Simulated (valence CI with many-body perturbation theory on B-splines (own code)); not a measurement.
Energy levels of Re⁵²⁺

Calculated by relativistic CI+MBPT: five valence electrons over a frozen Dirac-Fock core [Ar], a basis of 7 s, 7 p, 8 d, 6 f, 4 g, 1 h functions for each j, with the one-electron correlation potential Σ1, the two-electron term Σ2, the three-electron term Σ3, Breit, model QED; selected CI, second order for the rest (own B-spline code, finite nucleus).

No measured spectrum was set against this ion. As an estimate, large intervals hold to a few tenths of a per cent, small ones and those within an open d or f shell to about a per cent. Among the levels kept, up to 250 cm⁻¹ of a level comes from second order outside the variational space, and about a tenth of that is noise between levels of different J, which matters for small intervals. The list stops below the first excitations out of the core. Only levels of the ground parity were solved; by the run's estimate the other parity begins above the list, which can be wrong where configurations are misplaced.

Levels 1 to 34 of 34, with energies above the lowest level, (3d3/2^4 3d5/2) J=5/2. "Leading %" is the weight of the configuration and term that name the level; weights of strongly mixed levels are sums over their largest components and can fall short. In the jj column 3d3/2^4 stands for four electrons in 3d with j = 3/2. Lifetimes count E1, E2, E3, M1 and M2 decay at the calculated energies, and are blank where another channel may lead or the interval is too uncertain; long ones can be off by a factor of two.

```csv
No.,Configuration,Term,J,E (eV),Leading %,Leading jj,Lifetime
1,3d⁵,²D,5/2,0.00,26,3d3/2^4 3d5/2 (97 %),
2,3d⁵,⁶S,5/2,62.90,34,3d3/2^3 3d5/2^2 (95 %),234 ns
3,3d⁵,⁴G,7/2,74.70,32,3d3/2^3 3d5/2^2 (100 %),504 ns
4,3d⁵,²H,11/2,75.94,45,3d3/2^3 3d5/2^2 (99 %),
5,3d⁵,⁴D,3/2,76.65,38,3d3/2^3 3d5/2^2 (99 %),218 ns
6,3d⁵,²G,9/2,81.70,32,3d3/2^3 3d5/2^2 (98 %),371 μs
7,3d⁵,²D,5/2,85.57,34,3d3/2^3 3d5/2^2 (96 %),10.6 μs
8,3d⁵,⁴P,1/2,89.41,41,3d3/2^3 3d5/2^2 (93 %),41.7 μs
9,3d⁵,²F,7/2,90.09,39,3d3/2^3 3d5/2^2 (98 %),6.72 μs
10,3d⁵,²D,3/2,107.65,63,3d3/2^3 3d5/2^2 (93 %),2.60 μs
11,3d⁵,⁶S,5/2,136.51,35,3d3/2^2 3d5/2^3 (94 %),113 ns
12,3d⁵,⁴D,7/2,145.39,52,3d3/2^2 3d5/2^3 (99 %),203 ns
13,3d⁵,⁴G,11/2,145.72,50,3d3/2^2 3d5/2^3 (99 %),301 ns
14,3d⁵,⁴G,9/2,147.81,63,3d3/2^2 3d5/2^3 (98 %),302 ns
15,3d⁵,²I,13/2,150.80,100,3d3/2^2 3d5/2^3 (100 %),1.56 μs
16,3d⁵,⁴D,1/2,152.89,78,3d3/2^2 3d5/2^3 (98 %),162 ns
17,3d⁵,⁴P,3/2,154.10,53,3d3/2^2 3d5/2^3 (98 %),117 ns
18,3d⁵,²F,5/2,155.19,42,3d3/2^2 3d5/2^3 (98 %),212 ns
19,3d⁵,²H,9/2,160.52,53,3d3/2^2 3d5/2^3 (100 %),181 ns
20,3d⁵,²G,7/2,163.00,61,3d3/2^2 3d5/2^3 (100 %),592 ns
21,3d⁵,⁴F,5/2,165.30,65,3d3/2^2 3d5/2^3 (99 %),169 ns
22,3d⁵,²D,3/2,165.69,84,3d3/2^2 3d5/2^3 (92 %),441 ns
23,3d⁵,²G,7/2,171.91,48,3d3/2^2 3d5/2^3 (97 %),331 ns
24,3d⁵,⁴P,1/2,172.02,45,3d3/2^2 3d5/2^3 (88 %),224 ns
25,3d⁵,²G,9/2,180.90,80,3d3/2^2 3d5/2^3 (98 %),583 ns
26,3d⁵,²P,3/2,196.65,74,3d3/2^2 3d5/2^3 (98 %),566 ns
27,3d⁵,²D,5/2,200.44,79,3d3/2^2 3d5/2^3 (94 %),325 ns
28,3d⁵,⁴P,5/2,220.17,34,3d3/2 3d5/2^4 (96 %),74.6 ns
29,3d⁵,²F,7/2,229.34,28,3d3/2 3d5/2^4 (99 %),108 ns
30,3d⁵,²H,11/2,230.79,55,3d3/2 3d5/2^4 (100 %),139 ns
31,3d⁵,⁴D,3/2,232.60,31,3d3/2 3d5/2^4 (99 %),86.9 ns
32,3d⁵,²G,9/2,238.29,53,3d3/2 3d5/2^4 (98 %),153 ns
33,3d⁵,²D,5/2,243.06,60,3d3/2 3d5/2^4 (95 %),139 ns
34,3d⁵,²G,7/2,246.56,51,3d3/2 3d5/2^4 (98 %),152 ns
```

The ionisation energy to 3d⁴ ³P0 of the next ion comes out as 4877.6 eV (NIST: 4877 ± 4 eV (theoretical)). All 34 levels together are meant to be complete up to 253.31 eV.
